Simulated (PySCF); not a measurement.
## Two-component Hartree-Fock for Xe⁴⁹⁺ (xenon, charge +49)

Start: [He] 2s2 2p1; 2p3/2 filled at m_j = +3/2. Calculated with PySCF 2.14 in an even-tempered Gaussian basis (17 s from 28 bohr⁻², ratio 2.4; 12 p from 37 bohr⁻², ratio 2.4; 5 d from 120 bohr⁻², ratio 2.6; 4 f from 180 bohr⁻², ratio 2.6): generalised Hartree-Fock with the X2C-1e Hamiltonian and a Gaussian nucleus; one run each with spin-orbit coupling (SO) screened by Boettger's factors, then bare. This is a chosen level, not necessarily the ground level.

```
spinor shell  electrons  ε, screened SO (eV)  ε, bare SO (eV)  weight of nominal j (bare SO)  rms radius, bare SO (bohr)
       1s1/2          2             -39393.8         -39394.0                          1.000                      0.0303
       2s1/2          2              -9373.4          -9373.5                          1.000                       0.118
       2p3/2          1              -8887.1          -8883.0                          1.000                       0.105
```

```json
{"quantity": "E (hartree)", "screened SO": "-4041.71413", "bare SO": "-4041.56197"}
{"quantity": "M_J", "screened SO": "3/2", "bare SO": "3/2"}
{"quantity": "⟨J²⟩", "screened SO": "3.750", "bare SO": "3.750"}
{"quantity": "⟨L²⟩", "screened SO": "2.000", "bare SO": "2.000"}
{"quantity": "⟨S²⟩", "screened SO": "0.750", "bare SO": "0.750"}
```

Each row is a mean over spinors that exchange with the open shell spreads, by up to 45.035 eV (2s1/2).

Breit and QED terms are absent; they matter most for the inner s and p1/2 levels.

Densities and radii are taken from the X2C orbitals without a picture-change correction, which distorts them close to the nucleus.
